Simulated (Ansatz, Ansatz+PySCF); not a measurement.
```xyz
11

C     1.3946    0.0096   -0.0015
C     0.7808    1.2270    0.0002
C    -0.6345    1.2112    0.0092
C    -1.3236    0.0044   -0.0088
C    -0.6282   -1.2145   -0.0095
C     0.7666   -1.2181   -0.0045
H     1.3225    2.1771   -0.0014
H    -1.1767    2.1497    0.0029
H    -2.4230    0.0001   -0.0058
H    -1.1735   -2.1576    0.0057
H     1.3328   -2.1640   -0.0064
```

Basis set: def2-SVP (spherical functions). Frozen core: 6 orbitals. Correlation on ROHF uses semicanonical orbitals with singles. Charge 0, multiplicity 2.

Computed with Ansatz (development build ahead of 0.2.0); each method stands on the lowest determinant of its kind that the runs found.

The atomization energy at this shape (free ground-state atoms in the same class of orbitals less the molecule, no zero-point energy) of doublet C₆H₅:

| method | atomization energy |
| --- | --- |
| UHF-MP2 | 52.45 eV |
| UHF | 41.53 eV |
| ROHF | 41.83 eV |

What does ROHF-MP2 give?

53.48 eV. Caution for UHF-MP2, UHF: the unrestricted determinant is spin contaminated.
